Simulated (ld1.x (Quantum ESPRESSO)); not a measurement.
## What one change does to a pseudopotential (Al (Z = 13), RRKJ)

Al (Z = 13), norm-conserving RRKJ (Kleinman–Bylander form), made with ld1.x (Quantum ESPRESSO) 7.5 (LDA (PZ), scalar-relativistic). Core [Ne], reference 3s2 3p0 (charge +1). Waves: 3s (bound): rc 1.75 bohr; 3p (bound, empty): rc 1.95 bohr; 3d channel at 0.1 Ry: rc 1.85 bohr. Local part: all-electron potential smoothed inside 1.45 bohr (lloc = -1). Core correction: a·sin(br)/r model core inside 1.25 bohr.

All-electron outer shells of the reference configuration (LDA (PZ), scalar-relativistic, ld1.x):

```csv
shell,level (eV),outermost node (bohr),outermost maximum (bohr)
3s,-14.92,0.80,2.01
3p,-9.16,0.81,2.39
```

Change: all radii but the core radius scaled by about 0.96 (s 1.68, p 1.88, d 1.78 bohr); local potential all-electron potential smoothed inside 1.40 bohr (lloc = -1).

Cutoffs: the cutoffs (Ry, on a coarse ladder) from which the occupation-weighted sum of valence levels, in a spherical-Bessel basis at the reference potential, stays within 10 and 1 mRy of its value at 400 Ry; they do not see the model core or the augmentation charge, which bear on the density cutoff. Errors are all-electron minus pseudo energies relative to the spin-unpolarised reference configuration.

Task: Predict the effect on cutoff, ghosts and configuration errors.

Result: The potential gets softer (12 Ry and 18 Ry → 10 Ry and 15 Ry); of the 9 tests that both files solve, the error grows in 3 and shrinks in 1 by more than 15 % and 0.3 meV (median size 4.8 → 5.2 meV); neither file shows a bound ghost.

| quantity | base | changed |
| --- | --- | --- |
| cutoff, loose | 12 Ry | 10 Ry |
| cutoff, tight | 18 Ry | 15 Ry |
| bound ghosts | none | none |
| error for 3s2 3p1, meV [ΔE -5.85 eV] | +3.6 | +3.9 |
| error for 3s1 3p0, meV [ΔE 19.38 eV] | +8.7 | +9.3 |
| error for 3s2 3p0.5, meV [ΔE -3.72 eV] | +1.3 | +1.5 |
| error for 3s1 3p1, meV [ΔE 5.82 eV] | -0.9 | -1.3 |
| error for 3s0 3p3, meV [ΔE 4.66 eV] | -5.6 | -7.3 |
| error for 3s2 3p1.3, meV [ΔE -6.44 eV] | +4.8 | +5.2 |
| error for 3s1 3p2, meV [ΔE -0.69 eV] | -0.3 | -0.7 |
| error for 3s2 3p1 (spin-polarised), meV [ΔE -5.98 eV] | +4.8 | +5.2 |
| error for 3s1 3p0 (spin-polarised), meV [ΔE 18.95 eV] | +9.5 | +7.8 |
